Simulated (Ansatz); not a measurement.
A nudged elastic band was laid between two geometries of BrH + Cl5FMo (9 atoms, charge 0, multiplicity 1).

Theory: Ansatz, RKS PBE/def2-SVP.

```json
{
  "movable images": "5",
  "climbing image": "yes",
  "spring": "5.0 eV/Å²",
  "optimiser": "quadratic models (default)",
  "start path": "through a guess of the saddle point",
  "force threshold": "0.05 eV/Å",
  "iteration limit": "60",
  "end points": "relaxed"
}
```

Initial state:

```xyz
9
Properties=species:S:1:pos:R:3
Mo -0.145 -0.142 -0.278
F 0.040 0.060 1.598
Cl 2.161 -0.133 -0.415
Cl -0.160 2.162 -0.434
Cl -2.441 -0.142 0.015
Cl -0.121 -2.435 0.033
Cl -0.357 -0.375 -2.550
Br 2.356 2.409 2.350
H 1.343 1.384 2.416
```

Final state:

```xyz
9
Properties=species:S:1:pos:R:3
Mo 0.366 0.393 -0.538
F -0.342 -0.408 3.285
Cl 2.443 0.160 -1.541
Cl 0.130 2.446 -1.590
Cl -1.678 0.678 0.490
Cl 0.657 -1.623 0.538
Cl -0.647 -0.675 -2.320
Br 1.476 1.566 1.403
H 0.270 0.251 3.009
```

Problem. What changes between the two ends?

Solution. Bonds broken: Mo1–F2, Br8–H9. Bonds formed: Mo1–Br8, F2–H9. BrH + Cl5FMo becomes BrCl5Mo + FH.

Problem. What energy profile does the band end with?

Solution. The run converged. The highest image is number 3 of 0 to 6, 23.2 kcal/mol above the first end and 13.6 kcal/mol above the last; the last end lies 9.7 kcal/mol above the first. A vibrational analysis at the climbing image gives one clearly imaginary mode, 252i cm⁻¹: a first-order saddle point. The orbitals stay closed-shell, which can raise the energy where a bond breaks towards radicals; this wasn't checked here.

```json
{"image": "0", "path coordinate (Å)": "0.00", "energy (kcal/mol)": "0.0", "Mo1–F2 (Å)": "1.90", "Br8–H9 (Å)": "1.44", "Mo1–Br8 (Å)": "4.44"}
{"image": "1", "path coordinate (Å)": "1.09", "energy (kcal/mol)": "-0.1", "Mo1–F2 (Å)": "1.90", "Br8–H9 (Å)": "1.44", "Mo1–Br8 (Å)": "4.59"}
{"image": "2", "path coordinate (Å)": "2.17", "energy (kcal/mol)": "7.1", "Mo1–F2 (Å)": "1.93", "Br8–H9 (Å)": "1.46", "Mo1–Br8 (Å)": "4.02"}
{"image": "3", "path coordinate (Å)": "3.26", "energy (kcal/mol)": "23.2", "Mo1–F2 (Å)": "2.14", "Br8–H9 (Å)": "1.64", "Mo1–Br8 (Å)": "3.26"}
{"image": "4", "path coordinate (Å)": "4.75", "energy (kcal/mol)": "19.3", "Mo1–F2 (Å)": "3.34", "Br8–H9 (Å)": "2.15", "Mo1–Br8 (Å)": "2.60"}
{"image": "5", "path coordinate (Å)": "6.25", "energy (kcal/mol)": "9.8", "Mo1–F2 (Å)": "4.29", "Br8–H9 (Å)": "2.39", "Mo1–Br8 (Å)": "2.52"}
{"image": "6", "path coordinate (Å)": "7.74", "energy (kcal/mol)": "9.7", "Mo1–F2 (Å)": "3.97", "Br8–H9 (Å)": "2.40", "Mo1–Br8 (Å)": "2.52"}
```

Problem. What is the geometry of the highest image?

Solution. 
```xyz
9
Properties=species:S:1:pos:R:3:forces:R:3
Mo 0.149 0.119 -0.193 0.01 0.02 0.00
F 0.567 -0.457 1.820 -0.01 0.00 0.02
Cl 2.419 0.000 -0.320 0.00 0.00 0.00
Cl 0.190 2.216 -1.204 0.00 0.00 -0.03
Cl -1.874 0.619 0.725 -0.01 -0.01 0.01
Cl -0.181 -2.181 -0.076 0.01 0.00 0.00
Cl -0.423 -0.400 -2.398 0.00 0.01 0.00
Br 1.008 2.248 2.126 0.00 -0.01 -0.01
H 0.822 0.623 2.255 0.00 -0.02 0.01
```

Problem. What are the harmonic wavenumbers there?

Solution. 252i, 37, 61, 92, 102, 118, 151, 174, 179, 209, 221, 265, 279, 349, 360, 369, 402, 432, 729, 929, 1150 cm⁻¹.

Run time: 10 min on 4 threads of Arm Neoverse V2 (shared host), peak memory 0.41 GiB.
